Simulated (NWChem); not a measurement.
System: AlO, doublet; SMILES [O]=[Al]

The following NWChem deck was run.

```
start job
memory heap 200 mb stack 900 mb global 1100 mb
geometry units angstroms
  Al     0.000000     0.000000    -0.622993
  O      0.000000     0.000000     0.996825
end
basis spherical
  * library pcseg-1
end
dft
  odft
  mult 2
  xc b3lyp
  iterations 150
end
driver
  maxiter 120
end
task dft optimize
task dft freq
```

No stability test was run on the SCF state. B3LYP is NWChem's, with the RPA form of VWN correlation.

The level has its own optimisation; frequencies are unscaled.

Predict the main results of this run. (B3LYP/pcseg-1, spin-unrestricted.) Quantities: basis functions; r Al–O (Å); highest harmonic frequency (cm⁻¹); zero-point energy (kcal/mol); dipole (D).


```yaml
number_of_basis_functions: 32
r Al–O (Å): 1.642
highest harmonic frequency (cm⁻¹): 940
zero-point energy (kcal/mol): 1.3
dipole (D): 3.99
```
